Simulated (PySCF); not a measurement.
H5NOSi, SMILES N[SiH2]O (CAM-B3LYP/def2-SVP optimised geometry):

```
8

N      0.946    -0.654     0.000
Si    -0.771    -0.654     0.000
O     -1.503     0.842     0.000
H      1.503    -0.326     0.780
H      1.491    -0.751    -0.847
H     -1.152    -1.422    -1.219
H     -1.281    -1.275     1.244
H     -1.326     1.422    -0.748
```

Calculation: CAM-B3LYP/def2-TZVP run with PySCF 2.14.0.

Task: What are the frontier orbital energies and the dipole moment?

Result: HOMO-2 -10.99 eV, HOMO-1 -10.20 eV, HOMO -9.07 eV, LUMO 1.43 eV, LUMO+1 1.94 eV; dipole moment 2.37 D.

Meta-Löwdin charges at CAM-B3LYP/def2-TZVP: N1 -0.75, Si2 0.97, O3 -0.77, H4 0.24, H5 0.24, H6 -0.15, H7 -0.13, H8 0.34.
